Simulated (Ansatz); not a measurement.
Saddle point of CH6OSn, singlet (CH₆OSn ([CH3][O][SnH3]) → CH₄OSn ([CH2][O][SnH2]) + H₂; bonds formed: H2–H5; bonds broken: Sn1–H2, C4–H5; bonds weakened to dative contacts: Sn1–O3), PBE0-D4/def2-TZVP structure:

| atom | x (Å) | y (Å) | z (Å) |
| --- | --- | --- | --- |
| Sn1 | -1.3111 | 0.9469 | 0.1789 |
| H2 | -0.5810 | -0.4655 | -1.3652 |
| O3 | 0.2012 | -0.3416 | 0.9031 |
| C4 | 1.0465 | -0.8273 | 0.0988 |
| H5 | 0.1530 | -0.9121 | -1.2870 |
| H6 | -2.1600 | 1.2264 | 1.6723 |
| H7 | -0.4114 | 2.4396 | 0.0380 |
| H8 | 1.3052 | -1.8865 | 0.1868 |
| H9 | 1.7577 | -0.1799 | -0.4258 |

Energies are electronic, without zero-point energy. Barriers and step energies count from the start structure reached by relaxing down the imaginary mode; all methods use the PBE0-D4 structures, on which another method's saddle can fall below an end. Program: Ansatz 0.2.0. Basis: def2-TZVPP, with def2-QZVPP for the basis limit. Cores are frozen in the correlated methods. Filled d shells of the heavier atoms are correlated. Core potentials replace the inner electrons of the atoms past krypton. The def2 sets are not built for correlating such inner shells, so the correlated values are less sure here. B3LYP uses VWN-RPA correlation. Extrapolation: Hartree–Fock as exp(−7.88 √X), correlation as X^−2.97.

| method | barrier (kcal/mol) | step energy (kcal/mol) |
| --- | --- | --- |
| SPW92 | 38.12 | 42.47 |
| PBE-D4 | ? | 32.60 |
| BLYP-D4 | 36.64 | 25.31 |
| r2SCAN-D4 | 44.35 | 36.93 |
| B97M-V | 48.91 | 38.28 |
| PBE0-D4 | 48.35 | 38.18 |
| B3LYP-D4 | 44.91 | 30.86 |
| r2SCAN0-D4 | 51.19 | 39.84 |
| BHLYP-D4 | ? | 36.39 |
| CAM-B3LYP-D4 | 52.85 | 36.46 |
| wB97X-V | ? | 39.40 |
| wB97M-V | 54.26 | 35.60 |
| B2PLYP | 49.77 | 33.65 |
| PBE-QIDH | 56.11 | 41.72 |
| RPA on PBE | 53.24 | 34.82 |
| HF | 70.90 | 35.31 |
| MP2 | 54.99 | 37.43 |
| CCSD | 58.98 | 37.10 |
| CCSD(T) | 54.83 | 36.54 |

Problem. Fill in the withheld barriers. (Judge from chemistry; the value comes from the calculation.)

Solution. Computed: PBE-D4 38.62; BHLYP-D4 56.05; wB97X-V 57.76 kcal/mol. Each is the energy of the saddle less that of the start structure, by the same method.

For comparison, the barrier by CCSD(T) at an estimated basis limit (MP2 extrapolated from triple and quadruple zeta, plus CCSD(T) − MP2 in triple zeta) is 53.87 kcal/mol.

T1 diagnostic: at most 0.023. The restricted Hartree–Fock reference is unstable towards an unrestricted one at one or more of these structures.

Labels in which every atom is bracketed show which atoms are joined, not bond orders.

For scale, one of the runs: CCSD(T)/def2-TZVPP, 196 basis functions, launched by `ansatz run in.yaml --threads 4 --pin off --events-out ev --progress --plain --max-ram 9574MiB`. Hardware: 4 CPU threads of an Arm Neoverse N1, shared host. Wall time 100 s; peak host memory 2.6 GiB.
